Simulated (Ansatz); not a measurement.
Total energies of H₆NPSSi (`NPS[SiH3]`).

Cartesian coordinates in Å:
```
N 1.4450 -0.1459 1.6596
P 0.9125 0.9248 0.4724
S 0.5209 -0.2096 -1.3136
Si -1.6040 -0.1323 -1.1517
H 0.7198 -0.5035 2.2623
H 2.1202 -0.8600 1.4277
H 2.1923 1.3204 0.0129
H -2.1104 1.2525 -1.3214
H -2.1501 -1.0044 -2.2218
H -2.0461 -0.6421 0.1737
```

The species carries charge 0 and has multiplicity 1. The structure was optimised at the PBE0-D4/def2-TZVP level. It is one conformer, not always the lowest. Basis def2-TZVPP, Ansatz.

RPA on PBE orbitals: Hartree–Fock energy of these orbitals -1085.18923 Eh, correlation -1.17406 Eh (frozen core).

| functional | energy without D4 (Eh) | D4 term (kJ/mol) |
| --- | --- | --- |
| LDA (SPW92) | -1083.22094 | – |
| PBE | -1086.94690 | -25.7 |
| revPBE | -1087.28323 | -71.4 |
| BLYP | -1087.46362 | -55.9 |
| r2SCAN | -1087.38823 | -6.1 |
| B97M-V | -1087.22726 | – |
| PBE0 | -1087.04365 | -21.9 |
| B3LYP | -1087.56128 | -41.9 |
| r2SCANh | -1087.37990 | -6.6 |
| r2SCAN0 | -1087.36854 | -7.3 |
| HSE06 (plane-wave form) | -1087.01962 | -20.6 |
| BHLYP | -1087.45998 | -34.5 |
| CAM-B3LYP | -1087.49505 | -22.5 |
| LC-ωPBE | -1087.15799 | – |
| ωB97X-V | -1087.32192 | – |
| ωB97M-V | -1087.40388 | – |
| B2PLYP | -1087.07955 | – |
| PBE-QIDH | -1086.77965 | – |

B3LYP takes the VWN-RPA correlation (the form of Gaussian; ORCA's B3LYP/G). HSE06 is the plane-wave form, built on full-range PBE exchange. The double hybrids freeze the cores in their second-order part.

LC-ωPBE has ω = 0.4 bohr⁻¹.
